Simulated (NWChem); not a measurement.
YN₃H₆; SMILES [NH2][Y]([NH2])[NH2]

```xyz
10

Y      0.0000     0.0000     0.0000
N      2.1285    -0.3143     0.0000
H      2.6229    -1.2071     0.0000
H      2.8599     0.3973     0.0000
N     -1.3365    -1.6861     0.0000
H     -1.0859    -2.6754     0.0000
H     -2.3568    -1.6679     0.0000
N     -0.7920     2.0005     0.0000
H     -1.7740     2.2781     0.0000
H     -0.2661     2.8750     0.0000
```
Atoms are numbered in this order, from 1.

Program: NWChem. Structure relaxed at the PBE0/def2-SVP level. Not confirmed as a minimum by frequencies. def2 effective core potentials on Y; no spin-orbit coupling. Level M06-L/def2-SVP: energy and gradient on several grids; changes count from the extra-fine grid, which is no exact limit either.

Question: Which is the coarsest grid (xcoarse; medium; xfine; coarse; fine) from which on the energy stays within 100 μHa and each gradient component within 200 μHa/bohr of xfine?

Answer: fine.
```tsv
grid	size of the energy change (μHa)	largest change of a gradient component (μHa/bohr)	time, medium = 1 (rough)
xcoarse	4000	2000	about 1
coarse	900	2000	about 1
medium	200	100	about 1
fine	30	100	about 1
xfine	< 10	< 30	2
```
